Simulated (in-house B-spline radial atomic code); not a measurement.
A calculation on Pr+: its settings, and results tabulated from the run. Computed with a radial B-spline atomic code at the basis-set limit: scalar-relativistic (X2C) B3LYP, spin-polarised, spherical fractional occupations, Fermi nucleus of rms radius 4.8919 fm.

In the input, 3d5,1 would mean five up and one down electron.

Command:
```bash
python run_scf.py task.json out
```
Settings (nuclear radius in fm, mass in u):
```
Z                59
configuration    1s2 2s2 2p6 3s2 3p6 3d10 4s2 4p6 4d10 4f2,1 5s2 5p6 6s1,0
hamiltonian      x2c
method           b3lyp
spin_polarised   True
nucleus          fermi
rms_radius       4.8919
atomic_mass      140.90766
speed_of_light   137.035999084
```

Output (hartree, bohr):
```
 radial grid: 81 intervals, B-splines of order 8, outer radius 60 bohr

 iter        energy (Eh)    residual
    1       -9223.922444    4.86e-01
    2       -9226.369653    5.56e-01
    3       -9235.986991    9.19e-02
    4       -9236.272937    2.83e-02
    5       -9236.298119    1.60e-02
    6       -9236.302345    3.05e-03
    7       -9236.302563    2.41e-03
    8       -9236.302875    3.02e-04
    9       -9236.302879    2.27e-05
   10       -9236.302879    8.72e-07
   11       -9236.302879    7.39e-08

 total energy                     -9236.30288
 kinetic                            9936.9963
 electron-nucleus                 -22529.7028
 Hartree                            3574.8757
 exact exchange                      -42.8132
 exchange-correlation               -175.6589

 orbital      occ     eigenvalue          <r>       <r^2>       <1/r>       r_max
 1s up      1.000     -1536.8617    0.0234251 0.000755768     68.7061     0.01462
 1s down    1.000     -1536.8611    0.0234251 0.000755769     68.7061     0.01462
 2s up      1.000      -248.2922     0.102434   0.0124451     15.7647     0.08712
 2s down    1.000      -248.2917     0.102434    0.012445     15.7647     0.08712
 2p up      3.000      -222.4474    0.0901767  0.00994212     14.2091     0.06988
 2p down    3.000      -222.4471    0.0901765  0.00994206     14.2092     0.06988
 3s up      1.000       -54.1271      0.27187   0.0845913     5.62854      0.2492
 3s down    1.000       -54.1167     0.271839   0.0845706      5.6293      0.2491
 3p up      3.000       -45.8741     0.269896   0.0845335     5.18133      0.2438
 3p down    3.000       -45.8636     0.269853   0.0845053     5.18216      0.2437
 3d up      5.000       -34.1412     0.247412   0.0721177     4.87734      0.2004
 3d down    5.000       -34.1320     0.247352   0.0720777     4.87825      0.2004
 4s up      1.000       -11.1219     0.622444     0.43729      2.3119      0.5792
 4s down    1.000       -11.0920     0.622365     0.43717     2.31209      0.5791
 4p up      3.000        -8.3971     0.658877    0.493741     2.09918      0.6042
 4p down    3.000        -8.3663     0.658738    0.493525     2.09952      0.6041
 4d up      5.000        -4.4476     0.727356    0.613995     1.82111      0.6359
 4d down    5.000        -4.4132     0.727231    0.613811     1.82132      0.6358
 4f up      2.000        -0.2400       1.2008     2.05554     1.17037      0.6979
 4f down    1.000        -0.1936      1.24396     2.26153      1.1499      0.6998
 5s up      1.000        -1.7515      1.50593     2.55045    0.884789       1.351
 5s down    1.000        -1.7307      1.51052     2.56592    0.881238       1.354
 5p up      3.000        -1.0699      1.75856     3.51165    0.743291       1.528
 5p down    3.000        -1.0530      1.76034     3.51563    0.741479       1.532
 6s up      1.000        -0.3279      4.04227     18.2804    0.310835       3.597
```

Run time, properties included: 0.7 s on 1 thread of Arm Neoverse N1 (shared host).

Caution: exact exchange at fractional occupations of open shells leaves self-interaction of up to several eV.

One-electron X2C: radii and densities carry no picture-change correction, so inner-shell <1/r> comes out high (for 1s by about 2 % at Z = 33, 5 % at 54, 10 % at 75, 30 % at 118) and <r> low.
